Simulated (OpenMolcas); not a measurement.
## Ru⁺: effect of the basis set

```json
{"Program": "OpenMolcas 26.06", "Method": "MS-CASPT2, IPEA 0.25 Eh, imaginary shift 0.1 Eh (closed shells correlated: 4s 4p)", "Active space": "7 electrons in 5 orbitals (4d)", "State averaging": "2S+1 = 4 even, 10 roots; 2S+1 = 2 even, 40 roots", "Spin-orbit coupling": "state interaction with AMFI integrals over the reference wave functions, term energies averaged over their components"}
```

A. ANO-R1 [6s4p3d1f], X2C, finite nucleus; CASPT2 step about 4 core-seconds
B. ANO-RCC-VDZP [6s5p3d1f], DKH2, point nucleus; CASPT2 step about 5 core-seconds
C. ANO-R2 [7s5p4d2f1g], X2C, finite nucleus; CASPT2 step of the order of 7 core-seconds
D. ANO-RCC-VTZP [7s6p4d2f1g], DKH2, point nucleus; CASPT2 step about 16 core-seconds
E. ANO-R3 [8s6p5d3f2g1h], X2C, finite nucleus; CASPT2 step of the order of 40 core-seconds
F. ANO-RCC-VQZP [8s7p5d3f2g1h], DKH2, point nucleus; CASPT2 step about 18 core-seconds

Energies in cm⁻¹ above 4d⁷ ⁴F_9/2, the measured ground level; measured values from NIST Handbook of Basic Atomic Spectroscopic Data.

```tsv
Level	A	B	C	D	E	F	Measured
4d⁷ ⁴F_9/2	0.0	0.0	0.0	0.0	0.0	0.0	0.0
4d⁷ ⁴F_7/2	1547	1558	1549	1545	1562	1566	1523
4d⁷ ⁴F_5/2	2560	2580	2560	2550	2580	2580	2494
4d⁷ ⁴F_3/2	3220	3240	3210	3200	3220	3230	3104
4d⁷ ⁴P_3/2	10820	10780	9730	9680	9550	9670	8478
4d⁷ ⁴P_5/2	10890	10840	9670	9630	9550	9640	8257
4d⁷ ⁴P_1/2	11920	11880	10740	10690	10610	10710	9374
4d⁷ ²G_9/2	11970	11900	11320	11280	10920	11010	
4d⁷ ²G_7/2	13450	13390	12820	12780	12430	12530	
4d⁷ ²P_3/2 [55 %]	14510	14510	13840	13760	13470	13650	
4d⁷ ²P_1/2	15880	15930	15330	15210	14910	15140	
4d⁷ ²D_5/2(1)	16270	16210	15700	15690	15350	15450	
4d⁷ ²H_11/2	16590	16440	15420	15350	14940	15010	
4d⁷ ²H_9/2	18040	17900	16910	16840	16440	16520	
4d⁷ ²D_3/2(1) [74 %]	18830	18820	18180	18140	17830	17970	
4d⁷ ²F_5/2	25820	25660	23420	23440	22950	23050	
4d⁷ ²F_7/2	26550	26400	24170	24190	23700	23810	
4d⁷ ²D_3/2(2)	40070	39840	37370	37420	36820	36950	
4d⁷ ²D_5/2(2)	40910	40690	38090	38150	37550	37690
```

Deviations, from unrounded energies. A percentage is the sum of absolute deviations over the sum of measured energies, with the sign that they share, or ± where signs differ.

| Against measurement | Levels | A | B | C | D | E | F |
| --- | --- | --- | --- | --- | --- | --- | --- |
| mean absolute deviation (cm-1) | 6 | 1300 | 1300 | 700 | 680 | 640 | 690 |
| fine structure of the ground term (%) | 3 | +2.9 | +3.5 | +2.7 | +2.5 | +3.4 | +3.7 |
| other terms of the ground configuration (%) | 3 | +28.8 | +28.3 | +15.4 | +14.9 | +13.8 | +14.9 |

E lies closest to measurement on these levels and A furthest from it. The largest miss of E in the table is 4d⁷ ⁴P_5/2, by +1300 cm-1. The ranking rests on the paired levels alone, and a cruder setting can come out closer through cancelling errors.

The two smallest mean deviations differ by little beside CASPT2's spread within terms, so their order carries little weight.

Among A to F the level of the table that moves most is 4d⁷ ²D_5/2(2), by 3400 cm-1 (lowest in E, highest in A). Moves below CASPT2's spread within the term are not significant.

CASPT2 breaks the degeneracy within a term, and the mean is taken; among the terms shown or strongly mixed into the levels shown the widest spread is 1200 cm-1 (4d⁷ ⁴F, E). Configurations with an s electron lie low at this charge and mix in, so terms can be misplaced. Some terms miss by over 15 % even with CASPT2, which points to a basis or an active space too small for the shells correlated. The CASPT2 spread within a term exceeds the gap to the next term for 4d⁷ ²D(1) and 4d⁷ ²H, so the order of their levels is uncertain (figures for A; the like holds for B, C, D, E, F). Computed and measured levels are paired by configuration, term and J; levels that our copy of the source lacks, or whose pairing is in doubt (as where it misses far off the trend of its configuration), stay unpaired and out of the deviations. Levels of configurations outside the active space are missing.

A share in square brackets marks a mixed level and gives the weight of the term that names it, the lowest over the columns. A number in round brackets counts repeated terms of one configuration in the order of the reference energies.
